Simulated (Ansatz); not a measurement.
Name a neutral molecule of B, C, Ge, O and H with HOMO energy (ωB97M-V/def2-TZVPP) between -9.45 and -9.15 eV and HOMO energy (PBE0/def2-TZVPP) between -7.45 and -7.15 eV (Ansatz, PBE0-D4/def2-TZVP geometry).

`C[B]1O[CH2][GeH2]1` (-9.35 eV, -7.22 eV); `[BH2][GeH]1[O]C[O]1` (-9.44 eV, -7.15 eV). Other molecules can fit too; these were computed, each in one conformer that needn't be the lowest.
